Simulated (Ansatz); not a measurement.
Breaking the B1–F2 bond in BFHI (SMILES FBI) (multiplicity 1 held, fragments rigid). Energies count from the point at 1.312 Å.
Geometry at that point (charge 0, multiplicity 1):
```xyz
4

B     -0.2447    -1.3335     0.8064
F      0.7923    -1.7438     1.4967
H     -1.2601    -1.9458     0.8179
I     -0.0877     0.4586    -0.3457
```

R- and RO- levels are restricted; in cc, def2 and unpolarised 6-31G sets they are followed outwards from rest. U- levels take the lowest unrestricted solution at each point, which mixes spins at long bonds. Left out are points that failed, MP2 points that dive below the minimum, coupled-cluster points behind a jump of the amplitudes or a sharp parting from full CI or MRCI, small-basis points behind a change of solution, and semi-empirical points at long bonds. Curves can end on different states.

Correlated levels freeze the cores. Filled d and f shells under p-block atoms count as core.

The values were computed with Ansatz (a quantum-chemistry and plane-wave program) with Gaussian orbitals. Values without a source in brackets are computed. In def2 rows elements past Kr take small-core potentials, without spin–orbit coupling.

Energies in eV.

```json
[
 {"R (Å)": "1.049", "R-r2SCAN/def2-TZVPP": "2.81", "U-B3LYP/def2-TZVPP": "2.81", "U-wB97X-V/def2-TZVPP": "2.88", "R-SCS-MP2/def2-TZVPP": "2.91", "R-CCSD/def2-TZVPP": "2.86"},
 {"R (Å)": "1.180", "R-r2SCAN/def2-TZVPP": "0.51", "U-B3LYP/def2-TZVPP": "0.51", "U-wB97X-V/def2-TZVPP": "0.53", "R-SCS-MP2/def2-TZVPP": "0.54", "R-CCSD/def2-TZVPP": "0.52"},
 {"R (Å)": "1.312", "R-r2SCAN/def2-TZVPP": "0.00", "U-B3LYP/def2-TZVPP": "0.00", "U-wB97X-V/def2-TZVPP": "0.00", "R-SCS-MP2/def2-TZVPP": "0.00", "R-CCSD/def2-TZVPP": "0.00"},
 {"R (Å)": "1.443", "R-r2SCAN/def2-TZVPP": "0.30", "U-B3LYP/def2-TZVPP": "0.29", "U-wB97X-V/def2-TZVPP": "0.29", "R-SCS-MP2/def2-TZVPP": "0.29", "R-CCSD/def2-TZVPP": "0.31"},
 {"R (Å)": "1.574", "R-r2SCAN/def2-TZVPP": "0.94", "U-B3LYP/def2-TZVPP": "0.92", "U-wB97X-V/def2-TZVPP": "0.94", "R-SCS-MP2/def2-TZVPP": "0.93", "R-CCSD/def2-TZVPP": "0.98"},
 {"R (Å)": "1.771", "R-r2SCAN/def2-TZVPP": "2.06", "U-B3LYP/def2-TZVPP": "2.03", "U-wB97X-V/def2-TZVPP": "2.11", "R-SCS-MP2/def2-TZVPP": "2.08", "R-CCSD/def2-TZVPP": "2.17"},
 {"R (Å)": "1.967", "R-r2SCAN/def2-TZVPP": "3.14", "U-B3LYP/def2-TZVPP": "3.10", "U-wB97X-V/def2-TZVPP": "3.24", "R-SCS-MP2/def2-TZVPP": "3.20", "R-CCSD/def2-TZVPP": "3.33"},
 {"R (Å)": "2.295", "R-r2SCAN/def2-TZVPP": "4.61", "U-B3LYP/def2-TZVPP": "4.57", "U-wB97X-V/def2-TZVPP": "4.84", "R-SCS-MP2/def2-TZVPP": "4.78", "R-CCSD/def2-TZVPP": "4.93"},
 {"R (Å)": "2.623", "R-r2SCAN/def2-TZVPP": "5.68", "U-B3LYP/def2-TZVPP": "5.60", "U-wB97X-V/def2-TZVPP": "6.00", "R-SCS-MP2/def2-TZVPP": "6.01", "R-CCSD/def2-TZVPP": "6.14"},
 {"R (Å)": "3.017", "R-r2SCAN/def2-TZVPP": "6.55", "U-B3LYP/def2-TZVPP": "6.24", "U-wB97X-V/def2-TZVPP": "6.73", "R-SCS-MP2/def2-TZVPP": "7.12", "R-CCSD/def2-TZVPP": "7.15"},
 {"R (Å)": "3.541", "R-r2SCAN/def2-TZVPP": "7.23", "U-B3LYP/def2-TZVPP": "6.65", "U-wB97X-V/def2-TZVPP": "7.15", "R-SCS-MP2/def2-TZVPP": "8.15", "R-CCSD/def2-TZVPP": "left out"},
 {"R (Å)": "4.197", "R-r2SCAN/def2-TZVPP": "7.65", "U-B3LYP/def2-TZVPP": "6.87", "U-wB97X-V/def2-TZVPP": "7.30", "R-SCS-MP2/def2-TZVPP": "8.95", "R-CCSD/def2-TZVPP": "left out"}
]
```

Doubts at one or more of the structures used: a restricted determinant that unrestricted orbitals would lower (R-r2SCAN/def2-TZVPP, R-SCS-MP2/def2-TZVPP, R-CCSD/def2-TZVPP); a spin-contaminated determinant (U-B3LYP/def2-TZVPP, U-wB97X-V/def2-TZVPP); T1 above 0.05 (R-CCSD/def2-TZVPP); other coupled-cluster roots lie near (R-CCSD/def2-TZVPP).
